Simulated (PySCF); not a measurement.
B(H)(Me)(NCO) (C₂H₄BNO), SMILES CBN=C=O. Heavy atoms are numbered as in [BH:1]([CH3:3])[N:7]=[C:8]=[O:9]. Hydrogens are named by the atom that carries them.

Coordinates come from a B3LYP-D3(BJ)/def2-SVP optimisation. One conformer was computed; it need not be the lowest.

Computed with PBE0/def2-TZVP (PySCF).

ESP charges are fitted to the potential on shells at 1.4 to 2.0 van der Waals radii. Atomic charges (e), one atom of each kind:

| atom | meta-Löwdin | ESP fit |
|---|---|---|
| B1 (BH) | 0.17 | 0.61 |
| H on B1 | 0.01 | -0.17 |
| C3 (CH3) | -0.47 | -0.66 |
| H on C3 | 0.14 | 0.16 |
| N7 | -0.27 | -0.51 |
| C8 | 0.50 | 0.60 |
| O9 | -0.35 | -0.36 |

Computed Mayer and Wiberg (Löwdin basis) orders of the bonds:
```tsv
bond	Mayer	Wiberg
B1–C3	1.05	1.38
B1–N7	1.21	1.54
N7–C8	2.11	2.34
C8–O9	2.10	2.83
```
